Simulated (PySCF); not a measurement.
**S⁺: excitation energy**

S⁺ [Ne] 3s2 3p3 (4S) → S⁺ [Ne] 3s1 3p4 (4P), as a difference of total energies. All numbers are calculated (PySCF 2.14, the spin-free X2C one-electron Hamiltonian (Gaussian nucleus), in aug-cc-pCVTZ-DK with one added diffuse shell each of s, p, d, f type (9s8p6d4f, 91 functions)). Correlated levels: valence and next inner shell: 1s2 frozen. The calculations carry no spin-orbit coupling.

| method | excitation energy (cm⁻¹) |
| --- | --- |
| UHF | 84870 |
| MP2 (valence and next inner shell) | 85611 |
| SCS-MP2 (valence and next inner shell) | 85447 |
| CCSD (valence and next inner shell) | 81838 |
| CCSD(T) (valence and next inner shell) | 80486 |

Errors of the correlated levels include the incompleteness of this basis and the frozen core.

The coupled-cluster amplitudes are large for the upper state (T1 above 0.03 or a double amplitude above 0.15), so a single reference is strained.

For comparison: 79610 cm⁻¹ (measured; NIST levels, between the centres of gravity of the two terms).
